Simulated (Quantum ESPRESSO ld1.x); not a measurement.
The numbers below are computed, except where a source is named.
Task: Au33+, configuration [Kr] 4d10. Code: ld1.x of Quantum ESPRESSO 7.5. Model: Dirac Kohn-Sham, PBE, spin-unpolarised, spherical densities, point nucleus.

Spin-orbit splittings of the eigenvalues, e(l+1/2) - e(l-1/2), with zeta = 2 splitting/(2l+1) and mean radii in bohr:

| shell | occ. | splitting (eV) | zeta (eV) | <r> j=l-1/2 | <r> j=l+1/2 |
|---|---|---|---|---|---|
| 2p | 6 | 1834 | 1223 | 0.05801 | 0.06657 |
| 3p | 6 | 409.1 | 272.8 | 0.1728 | 0.1881 |
| 3d | 10 | ? | ? | 0.1638 | 0.1685 |
| 4p | 6 | 117.8 | 78.53 | 0.3806 | 0.4060 |
| 4d | 10 | 24.22 | 9.690 | 0.3986 | 0.4059 |

Estimate the 3d splitting.

Result: 87.73 eV (zeta = 35.09 eV).
